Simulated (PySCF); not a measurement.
Species: C₉H₇F.
SMILES with atom numbers: `[F:1][C:2]1=[CH:3][C:4]2([CH:5]=[CH:6][CH:7]=[CH:8]2)[CH:9]=[CH:10]1` (hydrogens: H11 on C3; H12 on C5; H13 on C6; H14 on C7; H15 on C8; H16 on C9; H17 on C10)

Computed by this run: PBE0-D3(BJ)/def2-SVP geometry optimisation, gas phase (PySCF); density fitting, grid level 2; the optimiser is geomeTRIC in internal coordinates, started from a GFN2-xTB structure.

Step 0: E = -12139.2652 eV
```
atom  x, y, z in Å  |  force x, y, z in eV/Å
F1     -2.9645    1.7237    0.1393    0.483  -0.469  -0.108
C2     -1.8949    0.9311   -0.0131   -0.581   0.749   0.188
C3     -0.6238    1.2602    0.2398    0.148  -0.058  -0.003
C4      0.2377    0.0708   -0.0729    0.016   0.085   0.030
C5      1.2998    0.3426   -1.1074   -0.362  -0.024   0.045
C6      2.5030    0.0489   -0.6060    0.098  -0.005  -0.020
C7      2.3553   -0.4184    0.7601    0.089  -0.021   0.028
C8      1.0614   -0.4104    1.0939   -0.347   0.033  -0.115
C9     -0.7700   -0.9508   -0.5319    0.208   0.090   0.044
C10    -2.0019   -0.4328   -0.4914   -0.135   0.020   0.002
H11    -0.2340    2.1909    0.6012    0.150   0.573   0.211
H12     1.0553    0.7116   -2.0854   -0.084   0.219  -0.593
H13     3.4474    0.1383   -1.1121    0.507   0.079  -0.350
H14     3.1775   -0.7161    1.3859    0.419  -0.183   0.415
H15     0.6090   -0.6945    2.0249   -0.207  -0.182   0.580
H16    -0.4749   -1.9369   -0.8365    0.114  -0.593  -0.189
H17    -2.9290   -0.9071   -0.7542   -0.515  -0.313  -0.167
```

Step 1: E = -12139.3350 eV
```
atom  x, y, z in Å  |  force x, y, z in eV/Å
F1     -2.9719    1.7015    0.1207   -0.065   0.117   0.037
C2     -1.8981    0.9436   -0.0112   -0.002  -0.156  -0.063
C3     -0.6253    1.2824    0.2491    0.028   0.078   0.035
C4      0.2380    0.0851   -0.0644   -0.007  -0.006  -0.006
C5      1.2961    0.3495   -1.1132   -0.006   0.032  -0.055
C6      2.5085    0.0428   -0.6162    0.080   0.009  -0.052
C7      2.3612   -0.4307    0.7641    0.066  -0.029   0.061
C8      1.0595   -0.4110    1.1050   -0.018  -0.008   0.062
C9     -0.7657   -0.9514   -0.5299    0.001  -0.053  -0.015
C10    -2.0056   -0.4347   -0.4927   -0.041  -0.010  -0.009
H11    -0.2479    2.2356    0.6165   -0.014  -0.036  -0.016
H12     1.0569    0.7287   -2.1081    0.004  -0.016   0.044
H13     3.4599    0.1314   -1.1460   -0.038  -0.007   0.017
H14     3.1879   -0.7445    1.4059   -0.035   0.007  -0.022
H15     0.6132   -0.7006    2.0579    0.012   0.015  -0.042
H16    -0.4692   -1.9548   -0.8395    0.000   0.045   0.017
H17    -2.9440   -0.9217   -0.7638    0.033   0.018   0.008
```

Question: Estimate the geometry and energy of step 2. (The exact step hangs on the optimiser's Hessian estimate; all steps are aligned on step 1, rigid shifts and turns removed.)

Answer: E = -12139.3354 eV, largest force 0.075 eV/Å
```
atom  x, y, z in Å  |  force x, y, z in eV/Å
F1     -2.9667    1.7102    0.1261   -0.065  -0.012  -0.011
C2     -1.9008    0.9388   -0.0134    0.014   0.067   0.021
C3     -0.6289    1.2827    0.2488    0.015  -0.066  -0.019
C4      0.2376    0.0867   -0.0640    0.010   0.022   0.007
C5      1.2977    0.3516   -1.1118    0.009  -0.007  -0.022
C6      2.5110    0.0418   -0.6171   -0.019  -0.002   0.002
C7      2.3634   -0.4318    0.7645   -0.013  -0.001  -0.002
C8      1.0610   -0.4082    1.1056    0.006  -0.017   0.013
C9     -0.7664   -0.9506   -0.5296    0.011  -0.045  -0.015
C10    -2.0092   -0.4390   -0.4954    0.037   0.059   0.026
H11    -0.2550    2.2361    0.6160   -0.010   0.000  -0.002
H12     1.0580    0.7307   -2.1053   -0.001   0.001  -0.002
H13     3.4606    0.1271   -1.1483   -0.003   0.002   0.001
H14     3.1881   -0.7489    1.4053   -0.003   0.002   0.003
H15     0.6146   -0.6967    2.0572   -0.002   0.001   0.003
H16    -0.4661   -1.9521   -0.8375    0.005  -0.004   0.000
H17    -2.9455   -0.9273   -0.7670    0.009  -0.002  -0.001
```

The energy changes by -0.0005 eV. The first-order estimate −F·Δx gives -0.0025 eV and the mean of the old and new forces, exact on a quadratic surface, -0.0005 eV. The step makes an angle of 68° with the force vector and moves no atom by more than 0.012 Å.

What follows is the cost of the whole optimisation. On one thread of an Arm Neoverse V1, no GPU, shared host with 32 logical CPUs at a one-minute load of 23, this took 78 s wall and 0.81 GiB of memory at its peak.
